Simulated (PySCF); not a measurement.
How methods differ on the ionisation energy of Os²⁺

Os²⁺ [Xe] 4f14 5d6 (5D) → Os³⁺ [Xe] 4f14 5d5 (6S), as a difference of total energies. Calculation: PySCF 2.14, in def2-TZVPPD with the def2 core potential (60 electrons); scalar relativity through the core potential. Correlated levels: valence and next inner shell: nothing frozen outside the core potential. The calculations carry no spin-orbit coupling.

| method | ionisation energy (eV) |
| --- | --- |
| UHF | 24.957 |
| MP2 (valence and next inner shell) | 26.238 |
| SCS-MP2 (valence and next inner shell) | 26.255 |
| CCSD (valence and next inner shell) | 26.270 |
| CCSD(T) (valence and next inner shell) | 26.353 |

Problem. How much does correlation contribute at CCSD(T) (valence and next inner shell)?

Solution. 26.353 − (24.957) = 1.396 eV, measured against UHF.

The reference lies between the lowest fine-structure levels, while these numbers refer to the centres of the terms.

Errors of the correlated levels include the incompleteness of this basis.

For comparison: 25 ± 1.6 eV (theoretical estimate listed by NIST; NIST Atomic Spectra Database, ionization energies).
